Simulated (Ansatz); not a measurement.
**Molecular dynamics of CH₆O₃Si**

Input file:

```yaml
crystal:
  periodic: [false, false, false]
  atoms:
    - { symbol: Si, position_ang: [-0.167027, -0.259369, 0.021035] }
    - { symbol: O, position_ang: [0.185865, -0.474286, 1.700611] }
    - { symbol: C, position_ang: [-1.06857, -0.502737, 2.455078] }
    - { symbol: H, position_ang: [-1.838206, -1.20211, 2.062265] }
    - { symbol: H, position_ang: [-0.847249, -0.860069, 3.487982] }
    - { symbol: H, position_ang: [-1.559468, 0.498387, 2.553544] }
    - { symbol: O, position_ang: [1.272029, -0.497706, -0.910925] }
    - { symbol: H, position_ang: [1.939427, 0.16804, -0.473841] }
    - { symbol: O, position_ang: [-0.7453, 1.381486, -0.121708] }
    - { symbol: H, position_ang: [-0.934261, 1.417114, -1.163502] }
    - { symbol: H, position_ang: [-1.158759, -1.184005, -0.521784] }
basis:
  gaussian: { orbitals: STO-3G }
hamiltonian:
  xc: pbe
md:
  timestep: 0.5
  n_steps: 150
  ensemble: nve
  temperature: 100.0
  initial_velocities: maxwell_boltzmann
  seed: 795793
```

Run as:

```bash
$ ansatz run input.yaml --threads 1 --pin off --max-ram 2048MiB --backend cpu --events-out ev --progress --plain --runs-dir out
```

It goes on from the last frame of an earlier run, with new velocities.

Output, in part (one step line in 3, the closing report, with atoms numbered from 0):

```
md step     0: t =     0.00 fs  T =   100.0 K  F+E_penalty+E_count = -14951.97850430 eV  E_kin = 0.116334 eV  conserved = -14951.86217030 eV  (23 SCF iters)
md step     3: t =     1.50 fs  T =   107.4 K  F+E_penalty+E_count = -14951.98729773 eV  E_kin = 0.124937 eV  conserved = -14951.86236087 eV  (27 SCF iters)
md step     6: t =     3.00 fs  T =    78.9 K  F+E_penalty+E_count = -14951.95344751 eV  E_kin = 0.091798 eV  conserved = -14951.86164914 eV  (22 SCF iters)
md step     9: t =     4.50 fs  T =    75.8 K  F+E_penalty+E_count = -14951.95012723 eV  E_kin = 0.088141 eV  conserved = -14951.86198585 eV  (22 SCF iters)
md step    12: t =     6.00 fs  T =    74.5 K  F+E_penalty+E_count = -14951.94884331 eV  E_kin = 0.086695 eV  conserved = -14951.86214839 eV  (26 SCF iters)
md step    15: t =     7.50 fs  T =    58.2 K  F+E_penalty+E_count = -14951.92940218 eV  E_kin = 0.067699 eV  conserved = -14951.86170276 eV  (20 SCF iters)
md step    18: t =     9.00 fs  T =    65.0 K  F+E_penalty+E_count = -14951.93759698 eV  E_kin = 0.075653 eV  conserved = -14951.86194382 eV  (20 SCF iters)
md step    21: t =    10.50 fs  T =    72.0 K  F+E_penalty+E_count = -14951.94606844 eV  E_kin = 0.083761 eV  conserved = -14951.86230737 eV  (27 SCF iters)
md step    24: t =    12.00 fs  T =    50.1 K  F+E_penalty+E_count = -14951.92000947 eV  E_kin = 0.058285 eV  conserved = -14951.86172462 eV  (21 SCF iters)
md step    27: t =    13.50 fs  T =    49.1 K  F+E_penalty+E_count = -14951.91895822 eV  E_kin = 0.057063 eV  conserved = -14951.86189532 eV  (22 SCF iters)
md step    30: t =    15.00 fs  T =    57.1 K  F+E_penalty+E_count = -14951.92859982 eV  E_kin = 0.066406 eV  conserved = -14951.86219396 eV  (27 SCF iters)
md step    33: t =    16.50 fs  T =    47.0 K  F+E_penalty+E_count = -14951.91645343 eV  E_kin = 0.054731 eV  conserved = -14951.86172219 eV  (23 SCF iters)
md step    36: t =    18.00 fs  T =    59.6 K  F+E_penalty+E_count = -14951.93109304 eV  E_kin = 0.069292 eV  conserved = -14951.86180092 eV  (21 SCF iters)
md step    39: t =    19.50 fs  T =    86.9 K  F+E_penalty+E_count = -14951.96333006 eV  E_kin = 0.101048 eV  conserved = -14951.86228227 eV  (21 SCF iters)
md step    42: t =    21.00 fs  T =    85.9 K  F+E_penalty+E_count = -14951.96186259 eV  E_kin = 0.099894 eV  conserved = -14951.86196812 eV  (21 SCF iters)
md step    45: t =    22.50 fs  T =    83.0 K  F+E_penalty+E_count = -14951.95842623 eV  E_kin = 0.096527 eV  conserved = -14951.86189887 eV  (21 SCF iters)
md step    48: t =    24.00 fs  T =    84.3 K  F+E_penalty+E_count = -14951.96032488 eV  E_kin = 0.098113 eV  conserved = -14951.86221219 eV  (28 SCF iters)
md step    51: t =    25.50 fs  T =    65.9 K  F+E_penalty+E_count = -14951.93844330 eV  E_kin = 0.076690 eV  conserved = -14951.86175325 eV  (22 SCF iters)
md step    54: t =    27.00 fs  T =    66.0 K  F+E_penalty+E_count = -14951.93861087 eV  E_kin = 0.076825 eV  conserved = -14951.86178588 eV  (21 SCF iters)
md step    57: t =    28.50 fs  T =    82.2 K  F+E_penalty+E_count = -14951.95783017 eV  E_kin = 0.095584 eV  conserved = -14951.86224648 eV  (27 SCF iters)
md step    60: t =    30.00 fs  T =    72.1 K  F+E_penalty+E_count = -14951.94586257 eV  E_kin = 0.083861 eV  conserved = -14951.86200161 eV  (27 SCF iters)
md step    63: t =    31.50 fs  T =    60.5 K  F+E_penalty+E_count = -14951.93214373 eV  E_kin = 0.070420 eV  conserved = -14951.86172364 eV  (25 SCF iters)
md step    66: t =    33.00 fs  T =    68.5 K  F+E_penalty+E_count = -14951.94192695 eV  E_kin = 0.079647 eV  conserved = -14951.86227955 eV  (21 SCF iters)
md step    69: t =    34.50 fs  T =    52.2 K  F+E_penalty+E_count = -14951.92262646 eV  E_kin = 0.060766 eV  conserved = -14951.86186073 eV  (22 SCF iters)
md step    72: t =    36.00 fs  T =    45.7 K  F+E_penalty+E_count = -14951.91482030 eV  E_kin = 0.053215 eV  conserved = -14951.86160511 eV  (20 SCF iters)
md step    75: t =    37.50 fs  T =    74.4 K  F+E_penalty+E_count = -14951.94859779 eV  E_kin = 0.086525 eV  conserved = -14951.86207308 eV  (22 SCF iters)
md step    78: t =    39.00 fs  T =    94.4 K  F+E_penalty+E_count = -14951.97189826 eV  E_kin = 0.109763 eV  conserved = -14951.86213552 eV  (28 SCF iters)
md step    81: t =    40.50 fs  T =   101.8 K  F+E_penalty+E_count = -14951.98019191 eV  E_kin = 0.118413 eV  conserved = -14951.86177905 eV  (21 SCF iters)
md step    84: t =    42.00 fs  T =   121.0 K  F+E_penalty+E_count = -14952.00308392 eV  E_kin = 0.140732 eV  conserved = -14951.86235205 eV  (28 SCF iters)
md step    87: t =    43.50 fs  T =   106.5 K  F+E_penalty+E_count = -14951.98602698 eV  E_kin = 0.123942 eV  conserved = -14951.86208454 eV  (29 SCF iters)
md step    90: t =    45.00 fs  T =    79.2 K  F+E_penalty+E_count = -14951.95373980 eV  E_kin = 0.092084 eV  conserved = -14951.86165628 eV  (21 SCF iters)
md step    93: t =    46.50 fs  T =    80.8 K  F+E_penalty+E_count = -14951.95594891 eV  E_kin = 0.093972 eV  conserved = -14951.86197732 eV  (22 SCF iters)
md step    96: t =    48.00 fs  T =    82.0 K  F+E_penalty+E_count = -14951.95761511 eV  E_kin = 0.095437 eV  conserved = -14951.86217777 eV  (29 SCF iters)
md step    99: t =    49.50 fs  T =    68.6 K  F+E_penalty+E_count = -14951.94146578 eV  E_kin = 0.079756 eV  conserved = -14951.86170983 eV  (21 SCF iters)
md step   102: t =    51.00 fs  T =    75.8 K  F+E_penalty+E_count = -14951.95036799 eV  E_kin = 0.088238 eV  conserved = -14951.86212973 eV  (22 SCF iters)
md step   105: t =    52.50 fs  T =    72.4 K  F+E_penalty+E_count = -14951.94632619 eV  E_kin = 0.084250 eV  conserved = -14951.86207597 eV  (22 SCF iters)
md step   108: t =    54.00 fs  T =    58.2 K  F+E_penalty+E_count = -14951.92947851 eV  E_kin = 0.067714 eV  conserved = -14951.86176457 eV  (22 SCF iters)
md step   111: t =    55.50 fs  T =    62.4 K  F+E_penalty+E_count = -14951.93454357 eV  E_kin = 0.072593 eV  conserved = -14951.86195070 eV  (21 SCF iters)
md step   114: t =    57.00 fs  T =    67.9 K  F+E_penalty+E_count = -14951.94111074 eV  E_kin = 0.079008 eV  conserved = -14951.86210225 eV  (29 SCF iters)
md step   117: t =    58.50 fs  T =    66.7 K  F+E_penalty+E_count = -14951.93923612 eV  E_kin = 0.077588 eV  conserved = -14951.86164820 eV  (22 SCF iters)
md step   120: t =    60.00 fs  T =    93.5 K  F+E_penalty+E_count = -14951.97091895 eV  E_kin = 0.108763 eV  conserved = -14951.86215546 eV  (22 SCF iters)
md step   123: t =    61.50 fs  T =   104.6 K  F+E_penalty+E_count = -14951.98394580 eV  E_kin = 0.121642 eV  conserved = -14951.86230394 eV  (28 SCF iters)
md step   126: t =    63.00 fs  T =    82.8 K  F+E_penalty+E_count = -14951.95810358 eV  E_kin = 0.096338 eV  conserved = -14951.86176536 eV  (21 SCF iters)
md step   129: t =    64.50 fs  T =    76.6 K  F+E_penalty+E_count = -14951.95096862 eV  E_kin = 0.089055 eV  conserved = -14951.86191340 eV  (25 SCF iters)
md step   132: t =    66.00 fs  T =    74.2 K  F+E_penalty+E_count = -14951.94855245 eV  E_kin = 0.086356 eV  conserved = -14951.86219665 eV  (28 SCF iters)
md step   135: t =    67.50 fs  T =    54.6 K  F+E_penalty+E_count = -14951.92524171 eV  E_kin = 0.063568 eV  conserved = -14951.86167371 eV  (22 SCF iters)
md step   138: t =    69.00 fs  T =    62.9 K  F+E_penalty+E_count = -14951.93510931 eV  E_kin = 0.073218 eV  conserved = -14951.86189096 eV  (22 SCF iters)
md step   141: t =    70.50 fs  T =    79.3 K  F+E_penalty+E_count = -14951.95454681 eV  E_kin = 0.092205 eV  conserved = -14951.86234218 eV  (29 SCF iters)
md step   144: t =    72.00 fs  T =    62.2 K  F+E_penalty+E_count = -14951.93412740 eV  E_kin = 0.072306 eV  conserved = -14951.86182186 eV  (21 SCF iters)
md step   147: t =    73.50 fs  T =    56.0 K  F+E_penalty+E_count = -14951.92693988 eV  E_kin = 0.065147 eV  conserved = -14951.86179284 eV  (22 SCF iters)
md step   150: t =    75.00 fs  T =    64.2 K  F+E_penalty+E_count = -14951.93691614 eV  E_kin = 0.074640 eV  conserved = -14951.86227623 eV  (25 SCF iters)
Total energy: -14951.93693982 eV, -549.4735477515 hartree
Atom 0 at    -0.186260    -0.221001    -0.018424 Å, force     0.363243     0.069169    -0.442058 eV/Å
Atom 1 at     0.185604    -0.513998     1.636348 Å, force     0.007367    -0.232123     0.236100 eV/Å
Atom 2 at    -1.027866    -0.495043     2.465241 Å, force     0.097464     0.138877    -0.367195 eV/Å
Atom 3 at    -1.723171    -1.343518     2.261210 Å, force    -0.131368    -0.187426    -0.128544 eV/Å
Atom 4 at    -0.685286    -0.621721     3.517089 Å, force    -0.183712     0.356659     0.111862 eV/Å
Atom 5 at    -1.619129     0.452700     2.319335 Å, force     0.111654    -0.161630     0.475439 eV/Å
Atom 6 at     1.310314    -0.562866    -0.801884 Å, force     0.187128     0.513288    -0.002115 eV/Å
Atom 7 at     1.959721     0.185488    -0.469608 Å, force    -0.389995    -0.390041    -0.022273 eV/Å
Atom 8 at    -0.764534     1.409158    -0.108185 Å, force    -0.120793    -0.134714    -0.218192 eV/Å
Atom 9 at    -1.431076     1.294010    -0.897532 Å, force     0.096926     0.330207     0.145122 eV/Å
Atom 10 at    -1.146965    -1.064972    -0.732879 Å, force    -0.037913    -0.302263     0.211852 eV/Å
Dipole moment:    -0.261604     0.072630    -0.081144 e Å
```

The run went to its last step. The conserved energy stayed within 0.055 meV per atom of its start (net change -0.0096 meV per atom), so the integration is sound. A run of 0.075 ps of so small a system gives no equilibrium averages. Limits of this set-up: minimal basis.

The same pairs are bonded in the first frame and the last. Pairs count as bonded within 1.25 times the sum of covalent radii (0.12 Å more for H–H).

Last frame:

```xyz
11
Properties=species:S:1:pos:R:3
Si -0.186 -0.221 -0.018
O 0.186 -0.514 1.636
C -1.028 -0.495 2.465
H -1.723 -1.343 2.261
H -0.685 -0.622 3.517
H -1.619 0.453 2.319
O 1.310 -0.563 -0.802
H 1.960 0.185 -0.470
O -0.764 1.409 -0.108
H -1.431 1.294 -0.897
H -1.147 -1.065 -0.733
```

Time of the run: 5.2 min on 1 thread of Arm Neoverse V1, on a shared host, peak memory 0.09 GiB.
